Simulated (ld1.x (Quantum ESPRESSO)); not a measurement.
The numbers below are computed, except where a source is named.
Hardness and transferability of assorted potentials

Generated with ld1.x 7.5 (TM, RRKJ, ultrasoft, PAW), atompaw 4.2 or ONCVPSP 4.0.1. The cutoff is in Ry: for ld1.x and atompaw files where the sum of valence levels is converged to 10 mRy in a Bessel basis, for ONCV files where the hardest occupied wave has 1 mHa per electron of residual kinetic energy. The error is the largest all-electron minus pseudo excitation energy over each file’s own four to seven test configurations (ionisations up to +4, promotions, holes and added fractions of an electron), all of which were solved. The labels leave out finer settings (local radius, basis sizes, second energies), which also bear on the numbers. Spin-polarised tests are not counted. The rows are a selection from randomly drawn settings: files with unsolved tests, undetermined cutoffs or missed reference levels are left out.

A true bound ghost makes a file unfit for plane-wave use even where its test errors are small: the radial tests pick states by their node count and pass the ghost by.

```tsv
element	potential	cutoff (Ry)	largest error (meV)	bound ghosts
Si	RRKJ, PBE, scalar-relativistic, rc 1.60/1.35 (sp), local smoothed, core correction no, reference 3s2 3p2	50	+93	none
Cl	RRKJ, PBEsol, non-relativistic, rc 1.10/1.30/1.35 (spd), local d, core correction yes, reference 3s1.5 3p5.5	70	+36	none
V	ultrasoft, PBE, scalar-relativistic, rc 1.85/1.50/2.30 (spd), local smoothed, core correction yes, reference 3s2 3p6 3d3 4s1.5 4p0	35	-6.1	none
Cu	RRKJ, LDA (PZ), scalar-relativistic, rc 1.45/0.70/1.45/1.55 (spdf), local s, core correction no, reference 3p6 3d8 4s0 4p0	300	-1029	none
Sb	TM, PBEsol, scalar-relativistic, rc 1.50/2.60/2.35 (spd), local s, core correction yes, reference 5s2 5p3	50	-482	d
Dy	TM, LDA (PZ), scalar-relativistic, rc 2.90/3.75/3.00 (spd), local p, core correction yes, reference 5d1 6s2 6p0	15	-82	none
Pt	TM, PBEsol, fully relativistic, rc 2.00/3.20/1.35 (spd), local s, core correction yes, reference 5d9 6s1 6p0	50	-348	none
```

Task: Fill in the row for W: TM, PBE, scalar-relativistic, rc 2.15/2.55/2.20 (spd), local s, core correction no, reference 5d4 6s1.5 6p0.5.

Result: cutoff 30 Ry, largest error +68 meV, bound ghosts: none.
